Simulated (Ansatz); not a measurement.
Isolated molecules relaxed with PBE0-D4/def2-TZVP in Ansatz; ΔE leaves out vibrations. CBS: MP2 limit from def2 TZ/QZ plus the TZ coupled-cluster correction, frozen cores. This one scheme is used for every species. Functionals use def2-TZVPP. B3LYP here is the variant with VWN-RPA as its local correlation; programs differ in this. Elements past krypton have def2 core potentials. For I outer-core shells are correlated without core-valence functions, which leaves a few kJ/mol of doubt a bond. One conformer a species, not always the lowest.

Consider the ligand exchange at the Si–I bond: `F[Si](F)(F)I` + `C=CS` → `C=CS[Si](F)(F)F` + HI.

Problem. Is it downhill or uphill in electronic energy at CCSD(T)/CBS, and by how much? (Estimate.)

Solution. Computed: Uphill: ΔE = +17.1 kJ/mol.

Problem. What do these levels give: ωB97M-V, PBE, PBE0, B3LYP, SCS-MP2/def2-TZVPP, MP2/CBS(def2)? (An estimate is asked.)

Solution. Computed: ωB97M-V 14.1, PBE 22.2, PBE0 20.5, B3LYP 21.0, SCS-MP2/def2-TZVPP 15.5, MP2/CBS(def2) 22.2 kJ/mol.

Largest T1 diagnostic among the species: 0.012.

The D4 term adds −6.3 kJ/mol with B3LYP and −3.8 kJ/mol with PBE0; it sums over pairs of atoms, weighted by their polarisabilities, and B3LYP, whose exchange is more repulsive, gets the larger term.
